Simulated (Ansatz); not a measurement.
CH6AlBSe (`C[Se][BH][AlH2]`), relaxed with RKS PBE0-D4/def2-TZVP in Ansatz from a PBE-D4/def2-SVP geometry. The force threshold is 0.005 eV/Å; the program also tests the step.

Charge 0, multiplicity 1.

Start:

```xyz
10

C    -0.914   -1.002    1.138
Se    0.343   -1.841   -0.138
B     1.051   -0.370   -1.109
Al    0.523    1.650   -0.791
H    -1.495   -1.807    1.625
H    -0.348   -0.444    1.909
H    -1.607   -0.330    0.595
H     1.852   -0.765   -1.941
H     1.417    2.628    0.127
H    -0.823    2.281   -1.415
```

```json
{"step": "1", "energy (eV)": "-73744.8577", "largest force (eV/Å)": "0.495", "largest move (Å)": "0.000"}
{"step": "2", "energy (eV)": "-73744.8876", "largest force (eV/Å)": "0.150", "largest move (Å)": "0.030"}
{"step": "3", "energy (eV)": "-73744.8898", "largest force (eV/Å)": "0.028", "largest move (Å)": "0.009"}
{"step": "4", "energy (eV)": "-73744.8900", "largest force (eV/Å)": "0.010", "largest move (Å)": "0.011"}
{"step": "5", "energy (eV)": "-73744.8901", "largest force (eV/Å)": "0.004", "largest move (Å)": "0.005"}
{"step": "6", "energy (eV)": "-73744.8901", "largest force (eV/Å)": "0.008", "largest move (Å)": "0.013"}
{"step": "7", "energy (eV)": "-73744.8902", "largest force (eV/Å)": "0.021", "largest move (Å)": "0.028"}
{"step": "8", "energy (eV)": "-73744.8902", "largest force (eV/Å)": "0.027", "largest move (Å)": "0.024"}
{"step": "9", "energy (eV)": "-73744.8903", "largest force (eV/Å)": "0.018", "largest move (Å)": "0.006"}
{"step": "10", "energy (eV)": "-73744.8903", "largest force (eV/Å)": "0.002", "largest move (Å)": "0.017"}
{"step": "11", "energy (eV)": "-73744.8904", "largest force (eV/Å)": "0.012", "largest move (Å)": "0.037"}
{"step": "12", "energy (eV)": "-73744.8905", "largest force (eV/Å)": "0.018", "largest move (Å)": "0.059"}
{"step": "13", "energy (eV)": "-73744.8905", "largest force (eV/Å)": "0.012", "largest move (Å)": "0.012"}
{"step": "14", "energy (eV)": "-73744.8905", "largest force (eV/Å)": "0.004", "largest move (Å)": "0.009"}
{"step": "15", "energy (eV)": "-73744.8906", "largest force (eV/Å)": "0.006", "largest move (Å)": "0.030"}
{"step": "16 (rejected)", "energy (eV)": "-73744.8906", "largest force (eV/Å)": "0.011", "largest move (Å)": "0.019"}
{"step": "17", "energy (eV)": "-73744.8906", "largest force (eV/Å)": "0.005", "largest move (Å)": "0.009"}
{"step": "18", "energy (eV)": "-73744.8906", "largest force (eV/Å)": "0.004", "largest move (Å)": "0.004"}
```

End:

```xyz
10

C    -0.896   -0.978    1.122
Se    0.314   -1.833   -0.154
B     1.031   -0.379   -1.124
Al    0.516    1.632   -0.762
H    -1.362   -1.761    1.718
H    -0.332   -0.316    1.777
H    -1.669   -0.430    0.584
H     1.803   -0.766   -1.955
H     1.320    2.518    0.291
H    -0.724    2.315   -1.495
```

It took 47 s on 4 threads of an Intel Xeon 6975P-C on a shared host, with 0.53 GiB of host memory at the peak.
